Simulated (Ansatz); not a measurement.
C2H7FGaN, SMILES `[CH3][GaH][NH]CF`, relaxed with RKS PBE0-D4/def2-TZVP in the Gaussian-basis code of Ansatz from a PBE-D4/def2-SVP geometry. The force threshold is 0.005 eV/Å; the program also tests the step.

The species carries charge 0 and has multiplicity 1.

Start:

```xyz
12

C     1.500   -0.466    1.121
Ga    1.063    0.704   -0.404
N    -0.638    0.461   -1.113
C    -1.654   -0.252   -0.436
F    -2.206    0.472    0.646
H     2.440   -0.165    1.622
H     1.612   -1.516    0.777
H     0.672   -0.439    1.859
H     1.952    1.762   -1.159
H    -0.995    1.133   -1.799
H    -2.503   -0.503   -1.112
H    -1.242   -1.191   -0.002
```

| step | energy (eV) | largest force (eV/Å) | largest move (Å) |
| --- | --- | --- | --- |
| 1 | -58762.4452 | 0.599 | 0.000 |
| 2 | -58762.4864 | 0.169 | 0.031 |
| 3 | -58762.4917 | 0.049 | 0.036 |
| 4 | -58762.4926 | 0.033 | 0.033 |
| 5 | -58762.4937 | 0.110 | 0.098 |
| 6 (rejected) | -58762.4930 | 0.124 | 0.018 |
| 7 | -58762.4941 | 0.017 | 0.009 |
| 8 | -58762.4942 | 0.003 | 0.006 |

End:

```xyz
12

C     1.535   -0.479    1.115
Ga    1.051    0.691   -0.379
N    -0.653    0.497   -1.052
C    -1.676   -0.243   -0.446
F    -2.372    0.501    0.527
H     2.487   -0.189    1.559
H     1.623   -1.513    0.770
H     0.764   -0.453    1.888
H     1.934    1.737   -1.134
H    -0.984    1.128   -1.766
H    -2.438   -0.566   -1.162
H    -1.270   -1.110    0.081
```

Run time 38 s (4 threads of an Arm Neoverse V1 on a shared host); peak host memory 0.63 GiB.
